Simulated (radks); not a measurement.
Results of a calculation; reference values are marked as such.
Charge is removed step by step from the 3d down level of Co3+, starting from [Ar] 3d(up 5, down 1). Level of theory: non-relativistic Kohn-Sham, PBE, spin-polarised, spherical densities, point nucleus (a radial shooting solver on a logarithmic mesh with Libxc functionals).

| removed (e) | E - E(0) (eV) | eigenvalue (eV) | E minus straight line (eV) |
|---|---|---|---|
| 0 | 0.000 | -42.674 | 0.000 |
| 0.1 | 4.360 | -44.536 | -0.870 |
| 0.2 | 8.908 | -46.421 | -1.553 |
| 0.3 | 13.645 | -48.329 | -2.046 |
| 0.4 | 18.574 | -50.260 | -2.347 |
| 0.5 | 23.698 | -52.213 | -2.453 |
| 0.6 | 29.018 | -54.187 | -2.364 |
| 0.7 | 34.536 | -56.182 | -2.076 |
| 0.8 | 40.255 | -58.199 | -1.587 |
| 0.9 | 46.176 | -60.235 | -0.896 |
| 1 | 52.303 | -62.292 | 0.000 |

Removing the whole electron costs 52.303 eV by Delta-SCF, against 42.674 eV from minus the eigenvalue at the starting occupation. Slater's transition state (half an electron removed) gives 52.213 eV. Integrating minus the eigenvalue over the occupation (Janak's theorem) gives 52.303 eV. The mean slope of the eigenvalue, de/dn, is 19.6 eV per electron. Ionisation energy of Co3+ in the NIST Atomic Spectra Database: 51.3 eV (semi-empirical).
